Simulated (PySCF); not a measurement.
**Question.** Write Cartesian coordinates for Si(NMe2)H3, `[H][Si]([H])([H])N(C)C` as optimised with PBE0-D3(BJ)/def2-SVP.

**Answer.** 
```xyz
13
C2H9NSi angstrom
Si    -0.028   -0.053   -1.642
N      0.094    0.157    0.077
C      1.082   -0.556    0.846
C     -1.029    0.628    0.847
H      1.441    0.063    1.689
H      1.956   -0.802    0.223
H      0.700   -1.504    1.277
H     -1.700    1.238    0.224
H     -1.633   -0.193    1.287
H     -0.688    1.265    1.684
H      1.358   -0.108   -2.198
H     -0.782    1.112   -2.197
H     -0.740   -1.299   -2.095
```

Orientation and origin are arbitrary. Atoms count from 1 in this order. Si1 (silicon bonded to N and 3 H) is distorted tetrahedral (angles from 107.2° to 115.6°). Of the pairs four or more bonds apart, H5···H10 is among the closest relative to their van der Waals radii: 2.44 Å, 102 % of the sum of Bondi's values. N2 (nitrogen bonded to 2 C and Si) is almost planar (angles 121.1°, 120.9° and 114.2°, sum 356.3°, 0.17 Å off the plane of its three neighbours).

Bonds between heavy atoms (Å): Si1–N2 1.735, N2–C3 1.441, N2–C4 1.441.

Method: PBE0-D3(BJ)/def2-SVP geometry optimisation, gas phase (PySCF).

Point group: Cs (tolerance 0.08 Å). No PBE0-D3(BJ)/def2-SVP frequencies stand behind this structure, so it isn't proved a minimum.
